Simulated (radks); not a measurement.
The numbers below are computed, except where a source is named.
Task: The mean radii <r> (bohr) of the occupied orbitals of an atom or ion are listed with their occupations. Code: a radial shooting solver on a logarithmic mesh with Libxc functionals. Model: Dirac Kohn-Sham, PBE, spin-unpolarised, spherical densities, finite nucleus; Fermi nuclear charge, rms radius of each element as measured or else 0.836 A^(1/3) + 0.57 fm.

| orbital | occ. | <r> |
|---|---|---|
| 1s1/2 | 2 | 0.03428 |
| 2s1/2 | 2 | 0.1493 |
| 2p1/2 | 2 | 0.1271 |
| 2p3/2 | 4 | 0.1318 |
| 3s1/2 | 2 | 0.4152 |
| 3p1/2 | 2 | 0.4090 |
| 3p3/2 | 4 | 0.4196 |
| 3d3/2 | 4 | 0.3970 |
| 3d5/2 | 6 | 0.4005 |
| 4s1/2 | 2 | 1.058 |
| 4p1/2 | 2 | 1.152 |
| 4p3/2 | 4 | 1.182 |
| 4d3/2 | 2 | 1.710 |
| 4d5/2 | 3 | 1.733 |
| 5s1/2 | 2 | 3.301 |

Name the element and its charge. Open shells, if any, are shared by 2j + 1.

Result: Z = 43, technetium, charge 0: Tc in [Kr] 4d5 5s2. The 1s radius gives Z: for a bare nucleus <r> = (2 gamma + 1)/(2Z) with gamma = sqrt(1 - (Z/c)^2), 0.03371 bohr for Z = 43, and screening makes it slightly larger (0.03428 here). The occupations add up to 43, and the charge is Z minus that.
